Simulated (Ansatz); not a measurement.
ClFH$_{2}$SeSn, SMILES `[F][SnH]([Cl])[SeH]`. The species carries charge 0 and has multiplicity 1. Sn takes the def2 core potential.

```xyz
6

F    -1.6365   -0.8845    0.8452
Sn    0.1490   -0.2941    0.5001
Cl    0.1384    1.8647    1.3178
Se    0.5243   -0.2798   -1.9660
H     1.1816   -1.2963    1.3967
H    -0.3568    0.8900   -2.0938
```

Task: What are the harmonic wavenumbers in cm⁻¹ at PBE0-D4/def2-TZVP (Ansatz, finite differences of forces, unscaled)? (An estimate is asked.)

Result: Computed: 70, 115, 130, 150, 256, 383, 526, 557, 628, 656, 1988, 2441.

Task: Is this a minimum?

Result: Yes, all 12 modes are real.

Task: Give the ideal-gas thermochemistry at 298.15 K and 1 bar (rigid rotor, harmonic oscillator; point group C1, symmetry number 1).

Result: Zero-point energy 47.3 kJ/mol; H(298) − E = 68.4 kJ/mol; entropy 374.0 J/(mol·K), of which translation 177.9, rotation 122.6, vibration 73.4; G(298) − E = -43.1 kJ/mol. Modes under 100 cm⁻¹ are hindered rotations or soft bends, so the harmonic entropy is rough.

Task: And at 400, 500, 600, 800 and 1000 K?

Result: 
| T (K) | H − E (kJ/mol) | S (J/mol/K) | G − E (kJ/mol) |
| --- | --- | --- | --- |
| 400 | 78.7 | 403.6 | -82.7 |
| 500 | 89.4 | 427.4 | -124.3 |
| 600 | 100.5 | 447.7 | -168.1 |
| 800 | 123.6 | 480.9 | -261.1 |
| 1000 | 147.6 | 507.6 | -360.0 |

Task: Rotational constants (cm⁻¹)?

Result: 0.09167, 0.0341, 0.02786.
